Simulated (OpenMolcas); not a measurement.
A calculation on Ta+.

- Program: OpenMolcas 26.06
- Method: XMS-CASPT2, IPEA 0.25 Eh, imaginary shift 0.1 Eh (closed shells correlated: 5s 5p)
- Basis: ANO-RCC-VTZP [8s7p5d3f2g1h]
- Scalar Hamiltonian: DKH2, point nucleus
- Active space: 4 electrons in 6 orbitals (5d 6s)
- State averaging: 2S+1 = 5 even, 15 roots; 2S+1 = 3 even, 95 roots kept (CI in the orbitals of an earlier block); 2S+1 = 1 even, 77 roots kept (CI in the orbitals of an earlier block)
- Spin-orbit coupling: RASSI with atomic mean-field integrals over the reference wave functions, term energies averaged over their components

**Question.** Which level of the active space comes out lowest?

**Answer.** 5d³ 6s ⁵F₁, with 94 % of that term; it is also the measured ground level.

**Question.** How high does 5d² 6s² ³F₄ lie?

**Answer.** 0.992 eV above the lowest level; measured 1.2084 eV above the ground level, so the calculation is off by -18 %.

**Question.** How high does 5d³ 6s ⁵F₅ lie?

**Answer.** 0.801 eV above the lowest level; measured 0.7671 eV above the ground level, so the calculation is off by +4 %.

**Question.** How high does 5d² 6s² ³F₃ lie?

**Answer.** 0.636 eV above the lowest level; measured 0.8470 eV above the ground level, so the calculation is off by -25 %.

**Question.** The level at 1.219 eV has J = 2. What is it made of, and what is its g factor?

**Answer.** 48 % 5d³ 6s ¹D₂(1), 17 % 5d³ 6s ⁵P, 12 % 5d³ 6s ³F(1); g = 1.143, against 1.000 from Landé's formula for the pure leading term.

Measured values: NIST Handbook of Basic Atomic Spectroscopic Data.

CASPT2 does not keep the components of a term degenerate, so their means are used; among the terms shown or strongly mixed into the levels shown the widest spread is 760 cm-1 (5d³ 6s ³F(1)). Over all roots computed the reference weight is 0.87 to 0.94; the roots of lowest weight are the least certain, and an intruder state may touch them. Terms from blocks run as CI alone lack orbitals of their own. Configurations are named by rounded mean occupations; where the s occupation lies near a half they are strongly mixed, a name can repeat and a true partner stay unpaired. A single d shell beside an s shell can misplace configurations of different d count against each other. Computed and measured levels are paired by configuration, term and J; levels that our copy of the source lacks, or whose pairing is in doubt (as where it misses far off the trend of its configuration), stay unpaired and out of the deviations. Levels of configurations outside the active space are missing.

A number in round brackets counts repeated terms of one configuration in the order of the reference energies.
